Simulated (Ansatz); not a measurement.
PBE exchange is replaced step by step with exact exchange (0 % is PBE, 25 % PBE0; no dispersion term), basis def2-TZVP, Ansatz. System: the cluster GaF3 (the lowest singlet isomer of a short search). Charge 0, multiplicity 1. Geometry: PBE-D4/def2-TZVP, each spin state at its own.

Geometry of the singlet:

```xyz
4

Ga   -0.0002    0.0000    0.0001
F     0.2201    1.7321    0.0045
F    -0.8420   -0.7770    1.3178
F     0.6221   -0.9552   -1.3224
```

At PBE-D4/def2-TZVP the gap within one spin of the charge 0 quintet nearly closes, so an electron or hole may be smeared out by delocalisation error. The structure comes from a short search, and lower isomers may exist.

```tsv
exact exchange (%)	HOMO (eV)	LUMO (eV)	gap (eV)	triplet − singlet (kJ/mol)	quintet − singlet (kJ/mol)
0	-9.63	-3.58	6.05	406.3	1146.3
5	-10.05	-3.38	6.67	413.5	1162.2
10	-10.47	-3.18	7.29	420.7	1178.0
15	-10.89	-2.97	7.92	427.7	1193.6
25	-11.74	-2.56	9.18	441.6	1224.5
35	-12.60	-2.15	10.44	455.1	1254.8
50	-13.90	-1.54	12.35	474.8	1253.8
```

The spin gap doesn't follow a straight line here, which points to a change of state along the sweep.
